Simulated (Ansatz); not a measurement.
Gas-phase electronic energies from Ansatz, PBE0-D4/def2-TZVP geometries. CBS: MP2 limit from def2 TZ/QZ plus the TZ coupled-cluster correction, frozen cores. This one scheme is used for every species, atoms too. DFT in def2-TZVPP. B3LYP here is the variant with VWN-RPA as its local correlation; programs differ in this. HSE06 is defined as in plane-wave codes. No spin–orbit coupling; open shells (•) take unrestricted orbitals. Spin–orbit coupling would lower the free atoms: a little for O, S, Si. Elements past krypton have def2 core potentials. For Sb outer-core shells are correlated without core-valence functions, so the limit isn't a true one: a few kJ/mol of doubt a bond, and 10 to 20 or more in all where bonds break to atoms. One conformer a species, not always the lowest.

Consider the atomization: `[OH][Sb]([OH])[SiH2]S` → 5 H• + 2 O• + S• + Sb• + Si•.

`[OH][Sb]([OH])[SiH2]S`:

Cartesian coordinates in Å:
```
O 0.934 2.043 -0.444
Sb -0.351 0.910 -1.425
O -1.843 0.993 -0.160
Si 0.740 -1.126 -0.196
S -0.189 -1.269 1.743
H 0.811 2.975 -0.644
H -1.567 0.667 0.709
H 2.181 -0.879 0.057
H 0.565 -2.415 -0.918
H -1.282 -1.899 1.279
```

```csv
level,ΔE (eV),difference from CCSD(T)/CBS
LDA (SPW92),37.53,5.25
PBE-D4,32.67,0.39
revPBE-D4,31.75,-0.53
r2SCAN-D4,32.04,-0.24
B97M-V,32.35,0.07
PBE0-D4,31.60,-0.68
B3LYP-D4,31.97,-0.31
r2SCANh-D4,31.64,-0.64
r2SCAN0-D4,31.08,-1.20
HSE06-D4,31.61,-0.67
BHLYP-D4,30.54,-1.74
CAM-B3LYP-D4,31.98,-0.30
ωB97X-V,32.33,0.05
ωB97M-V,32.05,-0.23
B2PLYP,31.40,-0.88
PBE-QIDH,31.17,-1.11
PBE,32.36,0.08
revPBE,30.96,-1.32
BLYP,31.61,-0.67
B3LYP,31.45,-0.83
r2SCANh,31.56,-0.72
r2SCAN0,30.99,-1.29
HSE06,31.36,-0.92
BHLYP,30.09,-2.19
CAM-B3LYP,31.70,-0.58
LC-ωPBE,31.28,-1.00
HF/def2-SVP,19.63,-12.65
MP2/def2-SVP,28.70,-3.58
CCSD/def2-SVP,27.86,-4.42
CCSD(T)/def2-SVP,28.32,-3.96
HF/def2-TZVPP,20.48,-11.80
SCS-MP2/def2-TZVPP,31.21,-1.07
CCSD/def2-TZVPP,30.13,-2.15
CCSD(T)/def2-TZVPP,30.85,-1.43
HF/def2-QZVPP,20.61,-11.67
MP2/def2-QZVPP,32.18,-0.10
SCS-MP2/def2-QZVPP,32.16,-0.12
HF/CBS(def2),20.63,-11.65
MP2/CBS(def2),32.74,0.46
CCSD/CBS(def2),31.56,-0.72
CCSD(T)/CBS,32.28,0
```

Largest T1 diagnostic among the species: 0.015.

From BLYP to BHLYP (50 % exact exchange), in def2-TZVPP and without D4, ΔE moves by −1.52 eV: exact exchange takes away binding that semilocal exchange gives to molecules. At CCSD(T), def2-SVP lies −3.96 eV from the extrapolated value and def2-TZVPP −1.43 eV: correlation converges slowly with the basis, and small sets miss more of it in the bonded molecule than in its fragments.

For atomizations the MP2-based limit and the directly extrapolated one differ by several kJ/mol either way, and by 10 to 25 for some Ge, Se and Sn compounds, so smaller differences from it don't rank the levels.
